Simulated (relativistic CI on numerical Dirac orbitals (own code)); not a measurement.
**Line list: Electric-dipole lines, Br I**

These numbers are calculated, not measured: Dirac-Coulomb-Breit CI, separate exchange-only KLI orbitals for each configuration, a model potential for QED, valence Slater integrals scaled by 0.85, P86 correlation energy added to each configuration (own radial code, finite nucleus).

CI space (outside the closed core [Ar] 3d10): 4s²4p⁵, 4s²4p⁴5s, 4s²4p⁴5p, 4s²4p⁴4d, 4s4p⁶, 4s²4p⁴6s, 4s²4p⁴6p, 4s²4p⁴5d, 4s²4p⁴4f, 4s²4p⁴6d, 4s²4p⁴5f, 4s²4p⁴5g, 4s²4p⁴6f, 4s²4p³4d², 4s²4p²4d²5s, 4s²4p²4d²5p, 4s²4p²4d³, 4s²4p²4d²6s, 4s²4p²4d²6p. Double excitations out of closed p, d and f shells are left out; levels of such configurations are missing from the list, as are those of other unlisted configurations, and high levels can miss mixing partners. These lack a partner that the ground configuration has and come out too high: 4s²4p⁴5d, 4s²4p⁴4f, 4s²4p⁴6d, 4s²4p⁴5f, 4s²4p⁴5g.

```tsv
λ vac (Å)	Lower	Upper	A (s⁻¹)	E lower (cm⁻¹)	E upper (cm⁻¹)
1119.8	4s²4p⁵ ²P°1/2 [2]	4s²4p⁴5s ²S1/2 [103]	1.01e+08	3684.9	92986.8
1309.3	4s²4p⁵ ²P°3/2 [1]	4s²4p⁴5s ²D5/2 [14]	2.42e+08	0.0	76375.7
1374.9	4s²4p⁵ ²P°1/2 [2]	4s²4p⁴5s ²D3/2 [15]	2.29e+08	3684.9	76417.2
1543.3	4s²4p⁵ ²P°3/2 [1]	4s²4p⁴5s ⁴P3/2 [4]	2.70e+08	0.0	64794.2
1581.5	4s²4p⁵ ²P°3/2 [1]	4s²4p⁴5s ⁴P5/2 [3]	5.28e+06	0.0	63231.7
1586.8	4s²4p⁵ ²P°1/2 [2]	4s²4p⁴5s ⁴P1/2 [5]	1.87e+07	3684.9	66705.6
1636.4	4s²4p⁵ ²P°1/2 [2]	4s²4p⁴5s ⁴P3/2 [4]	2.12e+07	3684.9	64794.2
```

Terms are leading LS components. Brackets give the number of a level in order of energy, since labels repeat. The list gives strong lines, with weight on those to low levels, without lines whose two gauges differ by over a factor of 2.5, among the lowest 151 of 2297 levels, so that lines to higher ones, which can be the strongest, are missing, and without lines across small gaps between configurations, and without 104 lines that miss the measured interval by over 3.5 %, start from a term whose rates miss tabulated ones by over 60 %, have gauges far apart or, lacking measured levels, span too small a gap for the errors found; lines with a level outside our table were not tested and can miss by more. Levels whose partners in the same complex of configurations lie outside the list can be far off, and so can their lines. Rates are taken at the computed energies, electric ones in the length gauge.

Correlation outside the listed configurations is missing or only estimated: errors of thousands of cm⁻¹ between configurations and terms are usual at this charge. Rates and lifetimes follow the computed energies and can be off by large factors. The fine structure of a lone outer electron comes out too small, for d and f at times inverted, and misplaced configurations move strength between like terms. 21 of the 28 excited levels that our extract of the measured tables holds in this range could be paired (the sources list more); they are missed by 891 cm⁻¹ on average and 4254 at most, and levels without a partner can miss by more.

**Question.** From the table, what is the radiative lifetime of 4s²4p⁴5s ⁴P3/2?

**Answer.** The listed rates from this level add up to about 2.92e+08 s⁻¹, 100 % of its decay; with all channels τ = 3.43e-09 s.

LS names give the leading component of a level, which can be under half, so a name can repeat, a term be missing and a line seem to break the LS rules.
